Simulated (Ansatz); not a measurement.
Nudged elastic band run: F₃GeH

Input:

```yaml
crystal:
  periodic: [false, false, false]
  atoms:
    - { symbol: Ge, position_ang: [0.235467, 0.0, 0.256677] }
    - { symbol: H, position_ang: [0.179558, 0.0, 1.788056] }
    - { symbol: F, position_ang: [1.862617, 0.0, -0.341422] }
    - { symbol: F, position_ang: [-0.542121, 1.389281, -0.429305] }
    - { symbol: F, position_ang: [-0.542121, -1.389281, -0.429305] }
basis:
  gaussian: { orbitals: def2-SVP }
hamiltonian:
  xc: pbe
  dispersion: d4
neb:
  order_check: false
  images: 6
  f_tol: 0.05
  max_iterations: 60
  climbing: false
  final_atoms:
    - { symbol: Ge, position_ang: [-0.58216104, -0.60898408, 0.74298872] }
    - { symbol: H, position_ang: [1.11032582, 0.80071038, 0.25249328] }
    - { symbol: F, position_ang: [1.62915105, 0.03594151, 0.57863069] }
    - { symbol: F, position_ang: [-0.41330835, 1.13753246, 0.12506926] }
    - { symbol: F, position_ang: [-0.55060747, -1.36520026, -0.85448094] }
  initial_path:
    images:
      - { positions_ang: [[0.235467, 0.0, 0.256677], [0.179558, 0.0, 1.788056], [1.862617, 0.0, -0.341422], [-0.542121, 1.389281, -0.429305], [-0.542121, -1.389281, -0.429305]] }
      - { positions_ang: [[0.16804675, 0.0, 0.18354482], [0.40495742, 0.0, 1.69373277], [1.84826719, 0.0, -0.10138774], [-0.61393568, 1.38402929, -0.46559442], [-0.61393568, -1.38402929, -0.46559442]] }
      - { positions_ang: [[0.10062649, 0.0, 0.11041263], [0.63035685, 0.0, 1.59940954], [1.83391738, 0.0, 0.13864652], [-0.68575036, 1.37877757, -0.50188385], [-0.68575036, -1.37877757, -0.50188385]] }
      - { positions_ang: [[0.03320624, 0.0, 0.03728045], [0.85575627, 0.0, 1.5050863], [1.81956757, 0.0, 0.37868078], [-0.75756504, 1.37352586, -0.53817327], [-0.75756504, -1.37352586, -0.53817327]] }
      - { positions_ang: [[-0.08359777, -0.08699773, 0.10675355], [0.9887231, 0.1143872, 1.2857202], [1.78621529, 0.0051345, 0.51011688], [-0.73916323, 1.33756178, -0.45897695], [-0.75877739, -1.37008575, -0.59891269]] }
      - { positions_ang: [[-0.24978553, -0.26099318, 0.31883194], [1.02925734, 0.34316159, 0.94131123], [1.73386054, 0.0154035, 0.53295482], [-0.63054494, 1.27088534, -0.26429488], [-0.68938742, -1.36845726, -0.68410211]] }
      - { positions_ang: [[-0.41597328, -0.43498863, 0.53091033], [1.06979158, 0.57193598, 0.59690225], [1.6815058, 0.02567251, 0.55579275], [-0.52192664, 1.2042089, -0.06961281], [-0.61999745, -1.36682876, -0.76929153]] }
      - { positions_ang: [[-0.58216104, -0.60898408, 0.74298872], [1.11032582, 0.80071038, 0.25249328], [1.62915105, 0.03594151, 0.57863069], [-0.41330835, 1.13753246, 0.12506926], [-0.55060747, -1.36520026, -0.85448094]] }
```

Launched with:

```bash
$ ansatz run input.yaml --threads 1 --pin off --max-ram 2048MiB --backend cpu --events-out ev --progress --plain --runs-dir out
```

Output, in part (warnings, iteration lines, the closing report on the highest movable image, with atoms numbered from 0):

```
NEB end point (image 0): max|allowed force component| = 2.188e-2 eV/Å (the criterion of neb.relax_end_points is 1.000e-2)
NEB end point (image 7): max|allowed force component| = 2.746e-2 eV/Å (the criterion of neb.relax_end_points is 1.000e-2)
NEB iter   1: max|band force component| = 9.569e0 eV/Å  barrier→ = 3.9524 eV  barrier← = 3.5614 eV  Δτ_max = 0.1956 Å  (208 SCF iters)
NEB iter   2: max|band force component| = 2.866e0 eV/Å  barrier→ = 2.0896 eV  barrier← = 1.6986 eV  Δτ_max = 0.1941 Å  (185 SCF iters)
NEB iter   3: max|band force component| = 1.488e0 eV/Å  barrier→ = 2.1088 eV  barrier← = 1.7178 eV  Δτ_max = 0.1914 Å  (184 SCF iters)
NEB iter   4: max|band force component| = 4.338e0 eV/Å  barrier→ = 1.9251 eV  barrier← = 1.5341 eV  Δτ_max = 0.0997 Å  (184 SCF iters)
NEB iter   5: max|band force component| = 9.267e-1 eV/Å  barrier→ = 1.7620 eV  barrier← = 1.3710 eV  Δτ_max = 0.1993 Å  (168 SCF iters)
NEB iter   6: max|band force component| = 6.387e0 eV/Å  barrier→ = 2.0157 eV  barrier← = 1.6247 eV  Δτ_max = 0.0969 Å  (185 SCF iters)
NEB iter   7: max|band force component| = 8.144e-1 eV/Å  barrier→ = 1.9985 eV  barrier← = 1.6075 eV  Δτ_max = 0.1720 Å  (175 SCF iters)
NEB iter   8: max|band force component| = 2.679e-1 eV/Å  barrier→ = 2.0171 eV  barrier← = 1.6261 eV  Δτ_max = 0.1288 Å  (167 SCF iters)
NEB iter   9: max|band force component| = 1.833e0 eV/Å  barrier→ = 1.9736 eV  barrier← = 1.5826 eV  Δτ_max = 0.0643 Å  (160 SCF iters)
NEB iter  10: max|band force component| = 1.266e-1 eV/Å  barrier→ = 1.9779 eV  barrier← = 1.5869 eV  Δτ_max = 0.0821 Å  (161 SCF iters)
NEB iter  11: max|band force component| = 5.474e-2 eV/Å  barrier→ = 2.0092 eV  barrier← = 1.6182 eV  Δτ_max = 0.0261 Å  (161 SCF iters)
NEB iter  12: max|band force component| = 3.938e-2 eV/Å  barrier→ = 2.0175 eV  barrier← = 1.6265 eV  Δτ_max = 0.0000 Å  (321 SCF iters)
Total energy: -64656.13784292 eV, -2376.0692402229 hartree
Atom 0 at    -0.177055    -0.001555     0.342957 Å, force     0.388943    -0.003245    -0.073726 eV/Å
Atom 1 at     0.942292    -0.003421     1.505928 Å, force    -0.459985    -0.001781     0.188134 eV/Å
Atom 2 at     1.745571     0.005104     0.289352 Å, force     0.056468     0.010266    -0.340204 eV/Å
Atom 3 at    -0.670809     1.356348    -0.639145 Å, force     0.014420    -0.016508     0.114606 eV/Å
Atom 4 at    -0.646598    -1.356476    -0.654390 Å, force     0.000154     0.011268     0.111190 eV/Å
Dipole moment:    -0.110978    -0.001381     0.506691 e Å
```

The run converged. Neighbouring images differ by up to 1.4 eV, so the band resolves the path poorly. No image climbed, so the highest image needn't sit at the top of the path. The orbitals stay closed-shell, which can raise the energy where a bond breaks towards radicals; this wasn't checked here.

Final band (atoms are numbered from 1 in the order of the input):

```tsv
image	path coordinate (Å)	energy (kcal/mol)	Ge1–H2 (Å)	H2–F3 (Å)
0	0.00	0.0	1.53	2.71
1	0.60	14.3	1.53	2.12
2	1.20	46.5	1.61	1.46
3	1.80	22.3	2.11	0.97
4	2.40	17.4	2.82	0.94
5	3.00	16.4	2.89	0.94
6	3.60	13.0	2.68	0.94
7	4.19	9.0	2.26	0.98
```

The run took 85 s on 1 thread of Intel(R) Xeon(R) Platinum 8488C (Sapphire Rapids), on a shared host, peak memory 0.16 GiB.
